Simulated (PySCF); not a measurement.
Energy landscape of H2N (anion, charge -1), singlet: symmetric bend, bond length relaxed. Scanned: H-N-H angle. Other coordinates (N-H bond length) were minimised at B3LYP/def2-TZVP.

The free coordinates were minimised at B3LYP/def2-TZVP in PySCF; the energy column is CCSD(T) on RHF/aug-cc-pVDZ, 1 core orbital frozen in PySCF, in mEh.

| a / ° | N-H bond length / Å | E |
|---|---|---|
| 180 | 0.978 | 54.8 |
| 170 | 0.980 | 52.5 |
| 160 | 0.985 | 46.0 |
| 150 | 0.993 | 36.5 |
| 140 | 1.002 | 25.7 |
| 130 | 1.011 | 15.4 |
| 120 | 1.019 | 7.0 |
| 110 | 1.027 | 1.5 |
| 100 | 1.036 | 0.0 |
| 90 | 1.045 | 3.0 |
| 80 | 1.055 | 11.1 |
| 70 | 1.068 | 24.8 |
| 60 | 1.086 | 44.5 |
